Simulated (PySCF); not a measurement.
Sn(OH)3(NH2) (H₅NO₃Sn), SMILES [OH][Sn]([OH])([NH2])[OH].

Geometry optimised at B3LYP-D3(BJ)/def2-SVP. The structure was generated by enumeration; whether it is a known compound was not checked. The def2 effective core potentials stand for the cores of Sn; spin–orbit coupling is left out. The values are those of a single conformer.

Level of theory: CAM-B3LYP/def2-TZVP (PySCF).

Isolated molecule, no solvent.

Computed frontier levels, gap, dipole moment and polarisability:
```
Quantity                                                                                                       Result
---------------------------------------------------------------------------------------------  ----------------------
highest occupied level                                                                                       -9.56 eV
lowest empty level                                                                                           -0.58 eV
orbital gap                                                                                                   8.98 eV
dipole moment                                                                                                  0.74 D
quadrupole, principal values (traceless, Buckingham form, about the centre of nuclear charge)  -4.25, -3.06, 7.31 D·Å
mean static polarisability                                                                       54.0 bohr³ (8.00 Å³)
polarisability, principal values                                                               50.9, 52.8, 58.2 bohr³
```
